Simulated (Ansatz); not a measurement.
CH8AlNOSi. Charge 0, multiplicity 1. The bonds changed during the relaxation, so this is another structure than the one it started from. The structure was optimised at the PBE0-D4/def2-TZVP level. It is one conformer, not always the lowest.

```xyz
13

N     1.182   -0.614    0.010
C    -0.174    0.011    0.394
O    -0.319   -0.024    1.795
Al   -0.358   -1.598   -0.746
Si   -0.414    1.744   -0.263
H     1.624   -0.970    0.851
H     1.829    0.002   -0.468
H    -0.874   -0.773    2.028
H    -0.568   -2.933    0.096
H    -0.493   -1.469   -2.318
H    -0.012    1.758   -1.698
H     0.420    2.748    0.461
H    -1.844    2.118   -0.142
```

Q: What is the dipole moment at ωB97M-V/def2-TZVPP? (An estimate is asked.)

A: The calculation gave: 1.74 D, with components (1.62, -0.07, 0.63) D in this frame, pointing from negative to positive charge.

Q: And with PBE, r2SCAN, B3LYP? (Estimate.)

A: Ansatz gave: PBE 1.85 D, r2SCAN 1.85 D, B3LYP 1.74 D.

Q: Give the Mulliken charges with ωB97M-V, r2SCAN, B3LYP in def2-TZVPP. (Estimate.)

A: Ansatz gave: 
```json
{"atom": "N1", "ωB97M-V": "-0.08", "r2SCAN": "-0.11", "B3LYP": "-0.12"}
{"atom": "C2", "ωB97M-V": "-0.16", "r2SCAN": "-0.14", "B3LYP": "-0.05"}
{"atom": "O3", "ωB97M-V": "-0.32", "r2SCAN": "-0.36", "B3LYP": "-0.34"}
{"atom": "Al4", "ωB97M-V": "0.27", "r2SCAN": "0.37", "B3LYP": "0.31"}
{"atom": "Si5", "ωB97M-V": "0.16", "r2SCAN": "0.27", "B3LYP": "0.24"}
{"atom": "H6", "ωB97M-V": "0.13", "r2SCAN": "0.15", "B3LYP": "0.14"}
{"atom": "H7", "ωB97M-V": "0.12", "r2SCAN": "0.15", "B3LYP": "0.14"}
{"atom": "H8", "ωB97M-V": "0.21", "r2SCAN": "0.24", "B3LYP": "0.21"}
{"atom": "H9", "ωB97M-V": "-0.13", "r2SCAN": "-0.18", "B3LYP": "-0.17"}
{"atom": "H10", "ωB97M-V": "-0.12", "r2SCAN": "-0.17", "B3LYP": "-0.16"}
{"atom": "H11", "ωB97M-V": "-0.03", "r2SCAN": "-0.07", "B3LYP": "-0.07"}
{"atom": "H12", "ωB97M-V": "-0.03", "r2SCAN": "-0.08", "B3LYP": "-0.07"}
{"atom": "H13", "ωB97M-V": "-0.03", "r2SCAN": "-0.07", "B3LYP": "-0.07"}
```

B3LYP here is the variant with VWN-RPA as its local correlation; programs differ in this.
